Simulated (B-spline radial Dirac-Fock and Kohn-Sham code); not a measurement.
Calculated with a radial B-spline solver, using ΔSCF Dirac-Fock with Breit, self-energy and vacuum polarisation, finite nucleus, configuration average. Free atoms and ions in their tabulated ground configurations, energies from the vacuum level.

**Question.** Order these levels by binding energy, lowest first.
A. Pt⁴⁺ 4f7/2
B. Mn⁵⁺ 3p1/2
C. Er 4d3/2
D. Cu⁺ 3p3/2
E. Fe³⁺ 3p3/2
F. Pt⁷⁺ 4f7/2

**Answer.** D (93.04 eV), E (108.7 eV), A (132.6 eV), B (145.8 eV), C (184.4 eV), F (189.0 eV).

**Question.** Order these levels by binding energy, lowest first.
A. N⁺ 2s
B. Pr⁴⁺ 5p1/2
C. Se⁺ 3d5/2
D. Er⁺ 5p3/2
E. Sn³⁺ 4d5/2
F. Er²⁺ 5p1/2

**Answer.** D (35.96 eV), A (38.81 eV), F (49.39 eV), E (62.15 eV), B (69.39 eV), C (73.66 eV).
